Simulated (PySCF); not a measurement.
## Two-component Hartree-Fock for Dy(57+) (dysprosium, charge +57)

Start: [He] 2s2 2p5; 2p1/2 filled at m_j = -1/2, +1/2; 2p3/2 filled at m_j = -1/2, +1/2, +3/2. Calculated with PySCF 2.14 in an even-tempered Gaussian basis (17 s from 38 bohr⁻², ratio 2.4; 13 p from 50 bohr⁻², ratio 2.4; 5 d from 170 bohr⁻², ratio 2.6; 4 f from 260 bohr⁻², ratio 2.6): generalised Hartree-Fock with the X2C-1e Hamiltonian and a Gaussian nucleus; one run each with spin-orbit coupling (SO) switched off, then screened by Boettger's factors.

```tsv
spinor shell	electrons	ε, spin-free (eV)	ε, screened SO (eV)	weight of nominal j (screened SO)	rms radius, screened SO (bohr)
1s1/2	2	-58980.0	-58962.1	1.000	0.0240
2s1/2	2	-13597.7	-13592.6	1.000	0.0947
2p1/2	2	-12645.9	-13234.7	1.000	0.0806
2p3/2	3	-12645.9	-12393.6	1.000	0.0867
```

| quantity | spin-free | screened SO |
| --- | --- | --- |
| E (hartree) | -8141.53015 | -8157.80060 |
| M_J | 3/2 | 3/2 |
| ⟨J²⟩ | 3.750 | 3.750 |
| ⟨L²⟩ | 2.000 | 2.015 |
| ⟨S²⟩ | 0.750 | 0.765 |

Each row is a mean over spinors that exchange with the open shell spreads, by up to 56.128 eV (2s1/2).

Breit and QED terms are absent; they matter most for the inner s and p1/2 levels.

Densities and radii are taken from the X2C orbitals without a picture-change correction, which distorts them close to the nucleus.

Without spin-orbit coupling the j labels of p, d and f shells carry no meaning; the spin-free column gives the mean over the occupied spinors of each nl shell.
